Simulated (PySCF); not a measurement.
Species: C₅H₁₀N₂.
Bonds: C1–C2 (double), C2–C3, C3–N4, N4–N5, N4–C6, C6–C7 (double). Hydrogens: H8, H9 on C1; H10 on C2; H11, H12 on C3; H13, H14 on N5; H15 on C6; H16, H17 on C7.

Torsions of this conformer, `[CH2:1]=[CH:2][CH2:3][N:4]([NH2:5])[CH:6]=[CH2:7]`: C1–C2–C3–N4 -123°, C2–C3–N4–N5 -80°, C3–N4–C6–C7 -160°, H–N5–N4–C3 -138°, H–N5–N4–C3 103°.

The closed-shell ground state was solved at several levels (PySCF, density fitting, gas phase, non-relativistic). Isolated species at its GFN2-xTB geometry (one conformer only).

```
         level  basis functions  HOMO (eV)  LUMO (eV)  gap (eV)  dipole (D)
 PBE0/pcSseg-1              169      -5.84       0.27      6.11        0.27
PBE0/def2-SVPD              220      -5.89       0.14      6.03        0.25
```

Task: What might B3LYP/pcJ-1 (289 basis functions) give for the same quantities?

Result: HOMO -5.61 eV, LUMO 0.05 eV, gap 5.66 eV, dipole 0.26 D.

Task: Over all these levels, which gives the widest orbital gap and which the narrowest?

Result: PBE0/pcSseg-1 (global hybrid, 25 % exact exchange) has the widest, 6.11 eV, and B3LYP/pcJ-1 (global hybrid, 20 % exact exchange) the narrowest, 5.66 eV. Functional and basis both differ between the two, so the spread mixes both effects.

Task: How far do the dipole and the HOMO energy spread over the levels?

Result: The dipole runs from 0.25 to 0.27 D (mean 0.26 D) and the HOMO from -5.89 to -5.61 eV.
